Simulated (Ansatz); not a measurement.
Reaction (ligand exchange at the Si–O bond): `O[SiH2][O][AlH2]` + HBr → `[AlH2][O][SiH2]Br` + H₂O

Calculated with Ansatz (gas phase, PBE0-D4/def2-TZVP geometries, no zero-point term in ΔE). CCSD(T)/CBS adds triple-zeta CCSD(T) − MP2 to the extrapolated MP2 energy (def2 sets, frozen cores). This one scheme is used for every species. DFT in def2-TZVPP. For Br outer-core shells are correlated without core-valence functions, which leaves a few kJ/mol of doubt a bond. Scalar relativity is left out up to krypton. One conformer a species, not always the lowest.

| level | ΔE (eV) |
| --- | --- |
| PBE-D4 | -0.01 |
| ωB97X-V | 0.06 |
| r2SCAN | 0.06 |
| HF/def2-TZVPP | 0.11 |
| MP2/def2-TZVPP | 0.04 |
| SCS-MP2/def2-TZVPP | 0.08 |
| CCSD/def2-TZVPP | 0.10 |
| SCS-MP2/def2-QZVPP | 0.04 |

Task: What does CCSD(T)/CBS give? (Estimate.)

Result: Ansatz gave: 0.00 eV. The listed levels differ from it by -0.01, 0.06, 0.06, 0.11, 0.04, 0.08, 0.10, 0.04 eV.

Largest T1 diagnostic among the species: 0.012.

The D4 term adds −0.04 eV with B3LYP and −0.02 eV with PBE0; it sums over pairs of atoms, weighted by their polarisabilities, and B3LYP, whose exchange is more repulsive, gets the larger term.

B3LYP here is the variant with VWN-RPA as its local correlation; programs differ in this.
